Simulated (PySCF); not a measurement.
# Two-dimensional NMR puzzle

Compound of formula C$_{4}$H$_{11}$FOSi. Correlations simulated from computed shifts and the bond graph:

HSQC (one-bond C–H):
```tsv
δH	δC
4.25	71.2
1.40	28.0
1.27	27.8
0.19	-0.4
```

COSY cross peaks (H two or three bonds apart, from the bond graph; peaks can be absent where the dihedral angle is near 90°):
```tsv
δH	δH
5.03	0.19
4.25	1.40
4.25	1.27
```

HMBC (two and three bonds, from the bond graph):
```tsv
δH	δC
5.03	71.2, -0.4
4.25	28.0, 27.8
1.40	71.2, 27.8
1.27	71.2, 28.0
```

[PySCF 2.14: geometry: GFN2-xTB; GIAO PBE0/pcSseg-1 shieldings; one conformer; one averaged value for each set of equivalent atoms; no relativistic terms; no solvent]

Referencing at the same level of theory: 1H and 13C vs TMS.

Exchangeable hydrogens are left out of these lists.

Q: Which molecule is this?

A: SMILES CC(C)O[Si@H](C)F.

Atoms are numbered as in `[CH3:1][CH:2]([CH3:3])[O:4][Si@H:5]([CH3:6])[F:7]`. Hydrogens are named by the atom that carries them.

δC 71.2 is C2, an sp3 CH bonded to O (δH 4.25). δC 28.0 is C3, a methyl carbon (δH 1.40). δC 27.8 is C1, a methyl carbon (δH 1.27). δC -0.4 is C6, a methyl carbon bonded to Si (δH 0.19). COSY links 5.03–0.19, 4.25–1.40, 4.25–1.27.

This is the structure that produced the data.

Shifts are as computed. Against solution values, carbons near 30 ppm lie about +3 ppm off and those near 130 ppm about +5 ppm. Of 1211 compounds with measured shifts, 218 miss one by over three times the rms of a fit or turn the order of signals round; such compounds aren't used in these exercises.
